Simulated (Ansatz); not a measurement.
Molecule: ReF (charge 0, triplet). The spin state was set by rule; other spins were not relaxed. SMILES: [F][Re]
Geometry from a B3LYP-D3(BJ)/def2-TZVP (Ansatz, a first-principles code) optimisation:
```xyz
2

Re     0.0000     0.0000    -0.1974
F      0.0000     0.0000     1.6447
```
Charge 0, spin multiplicity 3.

Task: Give the harmonic wavenumbers at B3LYP-D3(BJ)/def2-TZVP (Ansatz, finite differences of forces, unscaled).

Result: 705 cm⁻¹. Zero-point energy 1.0 kcal/mol.

Task: From these and the geometry, give the ideal-gas thermochemistry at 298.15 K and 1 atm (rigid rotor, harmonic oscillator).

Result: Point group C∞v, rotational symmetry number 1. Rotational constants 8.639, 8.639 GHz. S(trans) 41.86, S(rot) 15.06, S(vib) 0.30, S(elec, spin only) 2.18, S 59.4 cal/(mol K). H(298) - H(0) 2.14 kcal/mol; G - E(el) -14.6 kcal/mol.
